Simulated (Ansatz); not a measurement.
Consider the redistribution: `N=C(F)BS` + `[CH3][Al]([CH3])[NH2]` → `CBS` + `[CH3][Al]([NH2])[C](=N)F`.

Computed with Ansatz on PBE0-D4/def2-TZVP structures; ΔE is electronic, products minus reactants. CCSD(T)/CBS is the MP2 limit (def2-TZVPP, def2-QZVPP) plus CCSD(T) − MP2 in def2-TZVPP, frozen cores. Functionals use def2-TZVPP. Each species was taken in one conformer, which may not be the lowest.

```
                   species  r2SCAN0 energy (Eh)
                `N=C(F)BS`           -617.49208
   `[CH3][Al]([CH3])[NH2]`           -378.20195
                     `CBS`           -464.14142
`[CH3][Al]([NH2])[C](=N)F`           -531.55436
```

Q: Work out ΔE.

A: ΔE = (-464.14142) + (-531.55436) − (-617.49208) − (-378.20195) = -0.00175 Eh = -4.6 kJ/mol. CCSD(T)/CBS gives -4.9 kJ/mol.

Largest T1 diagnostic among the species: 0.016.

In def2-TZVPP, CCSD(T) changes the Hartree–Fock value by +9.6 kJ/mol (the triples alone add +1.8 kJ/mol) and MP2 by +10.4 kJ/mol. Leaving LDA and LC-ωPBE aside and taking each functional with its dispersion term where it has one, the values, not all of them listed here, spread over 4.3 kJ/mol, from BHLYP-D4 to PBE-D4. LDA lies +7.0 kJ/mol from PBE without D4.
